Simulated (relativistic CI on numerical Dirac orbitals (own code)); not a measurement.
## Tc4+: resonant inelastic scattering at the L2,3 edge

Computed with this model: Dirac-Coulomb-Breit CI, KLI orbitals optimised for each configuration, model QED (radiative potential, 1s self-energy scaled to tabulated hydrogen-like ionisation energies), valence Slater integrals scaled by 0.8, Kramers-Heisenberg scattering through one core-hole configuration in a parametric crystal field; configurations [Kr] 4d3 → [He] 2s2 2p5 3s2 3p6 3d10 4s2 4p6 4d4; 80 K; core-hole width 1.6 eV; summed over polarisations. Incident energies are the highest absorption maxima for each field (at most a few, so the weaker spin-orbit partner edge can be absent), on the computed scale of the free ion. Intensities are in per cent of the strongest line above 0.02 eV; levels within 1 cm⁻¹ are merged; final levels count from the ground level, the first row holds all elastic scattering, lines under 0.4 are left out and each table stops after 24 rows. The scale of the Slater integrals is a model choice and moves the terms in proportion.

Field parameters in Wybourne normalisation: Td as Oh with Dq negative (B⁴₀ = 21Dq, B⁴₄ = √(5/14) B⁴₀). The field is a parameter set, without covalency.

S is read from ⟨S²⟩ = S(S + 1).

Td, 10Dq = -3200 cm⁻¹:

```
Final level (eV)  Degeneracy  Irrep     S  2684.8 eV  2801.4 eV
           0.000           4     Γ8  1.49     2532.0      179.9
           0.071           2     Γ7  1.50       17.2       14.2
           0.193           4     Γ8  1.49       27.0       12.9
           0.313           2     Γ6  1.49       11.9        0.8
           0.461           4     Γ8  1.49       25.9       13.2
           0.471           2     Γ7  1.49       15.3        1.0
           0.562           2     Γ6  1.49        3.2        1.0
           0.600           4     Γ8  1.48        3.9        3.0
           0.950           4     Γ8  1.47        5.9        0.6
           1.447           4     Γ8  0.57       41.2       38.3
           1.651           2     Γ6  1.40      100.0        5.7
           1.658           4     Γ8  1.32       34.9        6.0
           1.669           2     Γ7  0.52        0.6        2.3
           1.682           2     Γ6  0.55        7.3       10.3
           1.727           4     Γ8  0.55        8.1       11.9
           1.853           4     Γ8  1.28        4.2        6.5
           1.861           2     Γ7  1.48        2.0        0.0
           1.892           4     Γ8  0.89        5.5        4.3
           1.929           2     Γ6  0.57        3.1        4.4
           2.187           2     Γ6  0.59       22.5       21.3
           2.208           4     Γ8  0.68       20.1       15.4
           2.305           4     Γ8  0.54        2.6        0.9
           2.374           4     Γ8  0.52        7.5        7.6
           2.377           2     Γ6  0.51        2.4        2.6
```

Td, 10Dq = -7250 cm⁻¹:

| Final level (eV) | Degeneracy | Irrep | S | 2684.8 eV | 2801.4 eV |
| --- | --- | --- | --- | --- | --- |
| 0.000 | 4 | Γ8 | 1.48 | 4092.3 | 288.3 |
| 0.056 | 2 | Γ7 | 1.50 | 51.7 | 24.9 |
| 0.190 | 4 | Γ8 | 1.49 | 41.1 | 22.1 |
| 0.293 | 2 | Γ6 | 1.49 | 48.9 | 4.7 |
| 0.873 | 4 | Γ8 | 1.47 | 33.0 | 27.1 |
| 0.880 | 2 | Γ7 | 1.48 | 28.7 | 3.8 |
| 0.940 | 4 | Γ8 | 1.10 | 37.2 | 21.3 |
| 0.968 | 2 | Γ6 | 1.48 | 7.9 | 3.0 |
| 1.054 | 4 | Γ8 | 1.08 | 88.2 | 56.8 |
| 1.668 | 2 | Γ6 | 0.54 | 16.7 | 26.6 |
| 1.693 | 4 | Γ8 | 0.68 | 29.4 | 36.9 |
| 1.708 | 2 | Γ7 | 0.54 | 2.7 | 2.1 |
| 1.811 | 4 | Γ8 | 0.99 | 13.3 | 14.7 |
| 1.897 | 4 | Γ8 | 1.12 | 35.2 | 19.6 |
| 1.960 | 2 | Γ6 | 1.12 | 100.0 | 19.6 |
| 1.997 | 4 | Γ8 | 1.14 | 40.2 | 5.6 |
| 2.222 | 2 | Γ6 | 1.02 | 22.0 | 12.2 |
| 2.228 | 2 | Γ7 | 1.48 | 8.7 | 0.3 |
| 2.237 | 4 | Γ8 | 1.48 | 12.6 | 11.6 |
| 2.384 | 4 | Γ8 | 0.96 | 18.4 | 12.9 |
| 2.434 | 2 | Γ6 | 0.52 | 12.6 | 7.2 |
| 2.654 | 4 | Γ8 | 0.54 | 20.0 | 11.9 |
| 2.676 | 2 | Γ7 | 0.53 | 2.5 | 2.7 |
| 2.741 | 4 | Γ8 | 0.52 | 6.1 | 2.5 |

For the first field the strongest loss at the lowest incident energy is the level at 1.65 eV (S = 1.40, against 1.49 in the thermal ground state). Levels of other spin, the first over 8 % at 1.45 eV, appear because spin-orbit coupling of the core hole, and in heavier ions of the valence shell too, mixes spins.
